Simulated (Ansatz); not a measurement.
```yaml
crystal:
  periodic: [false, false, false]
  atoms:
    - {symbol: Ga, position_ang: [0.792903, -3.648005, 0.582297]}
    - {symbol: Ga, position_ang: [-2.114311, 2.174511, -2.244564]}
    - {symbol: Ga, position_ang: [0.654440, -0.803843, -2.201474]}
    - {symbol: Ga, position_ang: [-1.991674, -0.859075, 0.671809]}
    - {symbol: Ga, position_ang: [0.788344, -0.809331, 3.667795]}
    - {symbol: Ga, position_ang: [0.762724, 2.076936, 0.648110]}
    - {symbol: Ga, position_ang: [3.755982, -0.860585, 0.681718]}
    - {symbol: P, position_ang: [-3.291280, 0.702394, -0.715059]}
    - {symbol: P, position_ang: [-0.590348, -2.027483, -0.656140]}
    - {symbol: P, position_ang: [2.024730, -1.854259, 2.146391]}
    - {symbol: P, position_ang: [-0.813969, 0.641221, -3.385293]}
    - {symbol: P, position_ang: [-0.819618, 3.220326, -0.707388]}
    - {symbol: P, position_ang: [2.203971, 0.514257, -0.570429]}
    - {symbol: P, position_ang: [-0.652925, 0.669349, 2.031899]}
    - {symbol: H, position_ang: [1.551879, -4.465156, -0.338259]}
    - {symbol: H, position_ang: [-0.351983, -4.319109, 1.764159]}
    - {symbol: H, position_ang: [-3.193755, 3.111875, -3.165286]}
    - {symbol: H, position_ang: [1.663781, -1.607178, -3.102954]}
    - {symbol: H, position_ang: [-3.172324, -1.611565, 1.732152]}
    - {symbol: H, position_ang: [-0.360166, -1.639355, 4.185966]}
    - {symbol: H, position_ang: [1.656111, 0.276267, 4.354537]}
    - {symbol: H, position_ang: [1.725818, 3.198426, 1.758255]}
    - {symbol: H, position_ang: [4.235142, -1.674101, -0.403055]}
    - {symbol: H, position_ang: [4.293636, 0.427520, 1.736860]}
    - {symbol: H, position_ang: [-4.301976, 0.028325, -1.426984]}
    - {symbol: H, position_ang: [-4.219820, 1.455761, -0.005061]}
    - {symbol: H, position_ang: [-1.436381, -2.712479, -1.461208]}
    - {symbol: H, position_ang: [2.884112, -2.896050, 2.644457]}
    - {symbol: H, position_ang: [-1.589643, 0.122687, -4.173304]}
    - {symbol: H, position_ang: [0.069895, 1.401917, -4.242782]}
    - {symbol: H, position_ang: [0.138320, 4.233696, -1.452901]}
    - {symbol: H, position_ang: [-1.484594, 4.306429, 0.207870]}
    - {symbol: H, position_ang: [2.787975, 1.532044, -1.488255]}
    - {symbol: H, position_ang: [-1.552395, 1.425880, 2.691304]}
basis:
  gaussian: {orbitals: def2-SVPD, fitting: {mean_field: def2-universal-jkfit}}
hamiltonian: {xc: {name: RPBE}, dispersion: d3bj}
scf: {omitted_lower_state_checks: [starts]}
output: {forces: true}
```

```sh
$ ansatz run in.yaml --threads 2 --pin off --events-out ev --progress --plain --max-ram 32768MiB --backend cuda --devices 0, --max-vram 18GiB
```

Output, abridged:

```
Functional definition: RPBE
3118 factors; integrals over basis functions are off by at most 4.1e-1 eV
mean field evaluation 1: about -431897.9479 eV, gradient 8.3e1 eV
mean field evaluation 2: about -431842.8433 eV, gradient 1.5e2 eV
mean field evaluation 4: about -431908.5571 eV, gradient 8.1e0 eV
mean field evaluation 8: about -431908.9237 eV, gradient 8.0e-1 eV
mean field evaluation 16: about -431908.9251 eV, gradient 1.6e-3 eV
mean field -431908.92505241 eV, -15872.3602372920 hartree, gradient 6.0e-5 eV, S^2 0.000000; 0 other end points of the search recorded, 0 dependent functions left out
reference -431908.92516903 eV, -15872.3602415775 hartree; 171, 171 occupied and 423, 423 virtual orbitals, 3118 factors
Total energy: -431919.67917869 eV, -15872.7554441432 hartree
Atom 0 at     0.792903    -3.648005     0.582297 Å, force    -2.056813     1.921056     3.567996 eV/Å
Atom 1 at    -2.114311     2.174511    -2.244564 Å, force    -2.348463     0.463824    -0.701655 eV/Å
Atom 2 at     0.654440    -0.803843    -2.201474 Å, force     1.342781     0.451039     1.453644 eV/Å
Atom 3 at    -1.991674    -0.859075     0.671809 Å, force    -1.144065     0.664843     2.261081 eV/Å
Atom 4 at     0.788344    -0.809331     3.667795 Å, force    -0.815468     1.640634     0.042403 eV/Å
Atom 5 at     0.762724     2.076936     0.648110 Å, force     1.222342    -0.367231     1.810081 eV/Å
Atom 6 at     3.755982    -0.860585     0.681718 Å, force    -1.344033     2.685089     3.329102 eV/Å
Atom 7 at    -3.291280     0.702394    -0.715059 Å, force     1.040910    -0.392842    -0.374554 eV/Å
Atom 8 at    -0.590348    -2.027483    -0.656140 Å, force     1.633882     0.335349     0.593704 eV/Å
Atom 9 at     2.024730    -1.854259     2.146391 Å, force     0.972950    -2.018999    -3.471836 eV/Å
Atom 10 at    -0.813969     0.641221    -3.385293 Å, force     5.253041     3.306664     4.477531 eV/Å
Atom 11 at    -0.819618     3.220326    -0.707388 Å, force     1.779269     3.317880     0.822430 eV/Å
Atom 12 at     2.203971     0.514257    -0.570429 Å, force    -1.943955     1.016533    -1.409352 eV/Å
Atom 13 at    -0.652925     0.669349     2.031899 Å, force     2.010605    -1.993934    -1.738857 eV/Å
Atom 14 at     1.551879    -4.465156    -0.338259 Å, force     1.347045    -1.137610    -1.475265 eV/Å
Atom 15 at    -0.351983    -4.319109     1.764159 Å, force     0.952144     0.528934    -1.147327 eV/Å
Atom 16 at    -3.193755     3.111875    -3.165286 Å, force     0.908136    -0.691460     0.611548 eV/Å
Atom 17 at     1.663781    -1.607178    -3.102954 Å, force    -0.206589    -0.038735    -0.258084 eV/Å
Atom 18 at    -3.172324    -1.611565     1.732152 Å, force     1.011272     0.539220    -1.128606 eV/Å
Atom 19 at    -0.360166    -1.639355     4.185966 Å, force    -0.678246    -0.615001     0.539007 eV/Å
Atom 20 at     1.656111     0.276267     4.354537 Å, force     0.130630     0.260394     0.359836 eV/Å
Atom 21 at     1.725818     3.198426     1.758255 Å, force    -1.046341    -0.905487    -1.286987 eV/Å
Atom 22 at     4.235142    -1.674101    -0.403055 Å, force     1.095779    -1.514094    -1.569197 eV/Å
Atom 23 at     4.293636     0.427520     1.736860 Å, force    -0.009858    -1.177105    -1.037559 eV/Å
Atom 24 at    -4.301976     0.028325    -1.426984 Å, force    -0.178668    -0.330193    -0.507973 eV/Å
Atom 25 at    -4.219820     1.455761    -0.005061 Å, force    -0.301602     0.638982     0.632196 eV/Å
Atom 26 at    -1.436381    -2.712479    -1.461208 Å, force    -1.222966    -1.066774    -1.101203 eV/Å
Atom 27 at     2.884112    -2.896050     2.644457 Å, force    -0.206041     0.193223     0.383708 eV/Å
Atom 28 at    -1.589643     0.122687    -4.173304 Å, force    -4.422575    -3.094425    -4.748029 eV/Å
Atom 29 at     0.069895     1.401917    -4.242782 Å, force    -0.436498    -0.201711     0.055100 eV/Å
Atom 30 at     0.138320     4.233696    -1.452901 Å, force    -1.438901    -1.281858     0.792774 eV/Å
Atom 31 at    -1.484594     4.306429     0.207870 Å, force     0.604898    -1.543174    -1.339612 eV/Å
Atom 32 at     2.787975     1.532044    -1.488255 Å, force    -0.165662    -0.763305     0.561349 eV/Å
Atom 33 at    -1.552395     1.425880     2.691304 Å, force    -1.338939     1.170276     1.002605 eV/Å
Dipole moment:    -1.165804     1.032610    -1.816479 e Å
Checks for a lower state left out: starts
```

It took 11 s on 2 threads of AMD EPYC 7R13 on a shared host and a share (18 GiB) of an NVIDIA H100 80GB HBM3, peak host memory 1.1 GiB.
